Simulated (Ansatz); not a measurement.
The lowest singlet and triplet of Cl2Ge (SMILES [Cl][Ge][Cl]); geometries from B3LYP-D3(BJ)/def2-TZVP, each state relaxed from the structure named, with no frequency check.
Singlet (charge 0, multiplicity 1):
```xyz
3

Cl    -1.6938    -0.6851     0.0000
Ge    -0.0005     0.7267     0.0000
Cl     1.6948    -0.6828     0.0000
```
Triplet (charge 0, multiplicity 3):
```xyz
3

Cl    -1.87788    -0.54071     0.00000
Ge    -0.00038     0.57317     0.00000
Cl     1.87860    -0.53821     0.00000
```

A positive gap puts the triplet lower; no zero-point energy. R- takes a restricted singlet. U- takes an unrestricted singlet (broken symmetry where lower, unprojected). The triplet is unrestricted in single-reference levels. Active spaces average the two states.

Correlated levels freeze the cores. Filled d and f shells under p-block atoms count as core.

The values were computed with Ansatz (a first-principles code) with Gaussian orbitals. Each number belongs to the level named beside it.

```
level                                      gap E(singlet) − E(triplet), adiabatic (kcal/mol)
-----------------------------------------  -------------------------------------------------
U-B3LYP/def2-TZVPP                                                                    -62.95
R-B2PLYP/def2-TZVPP                                                                   -61.95
R-SCS-MP2/def2-SVP                                                                    -58.38
U-CCSD/def2-QZVPP                                                                     -59.26
R-CCSD(T)/def2-TZVPP                                                                  -59.29
R-CCSD(T)/def2-QZVPP                                                                  -60.14
R-CCSDT/def2-SVP                                                                      -57.80
SA-CASSCF(2,2)/def2-SVP                                                                    ?
FIC-NEVPT4(SD) on SA-CASSCF(2,2)/def2-SVP                                             -58.13
```

Question: Fill in the missing entries.

Answer: 
- SA-CASSCF(2,2)/def2-SVP, gap E(singlet) − E(triplet), adiabatic (kcal/mol): -54.31
